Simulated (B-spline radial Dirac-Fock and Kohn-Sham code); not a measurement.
## EELS cross sections of the Sb N2 edge

System: the Sb atom in the configuration [Kr] 4d10 5s2 5p3. Model: the first Born approximation with generalised oscillator strengths from a Dirac-Hartree-Slater potential (longitudinal and transverse terms; continuum final states only, so no white lines or fine structure). Program: a B-spline atomic structure program. The edge is taken at 95.60 eV (tabulated value).

Partial cross sections σ(β, Δ) in barn, integrated over a window Δ above the edge and up to the collection semi-angle β, for parallel illumination:

```csv
E₀ (kV),β (mrad),Δ = 25 eV,Δ = 50 eV,Δ = 100 eV,Δ = 200 eV,Δ = 300 eV
80,5,1480,2320,3170,4030,4420
80,50,6520,12700,17100,21100,23100
80,100,6740,13300,18300,23100,26000
100,5,1400,2200,3020,3870,4270
100,50,5610,10900,14900,18600,20500
120,10,2180,3600,4750,5950,6580
120,20,3700,6600,8520,10200,11200
120,50,4980,9720,13300,16700,18500
120,100,5030,9880,13600,17300,19400
200,10,2030,3430,4470,5540,6110
200,20,3170,5870,7730,9330,10200
200,50,3650,7140,9860,12500,14000
200,100,3660,7160,9900,12600,14200
300,20,?,?,?,?,?
```

Question: Give the row for 300 kV and 20 mrad.

Answer: 2810 b for 25 eV, 5330 b for 50 eV, 7160 b for 100 eV, 8790 b for 200 eV, 9620 b for 300 eV.

Values without a named source are computed, but for edge energies of neutral atoms, which are taken from tables.
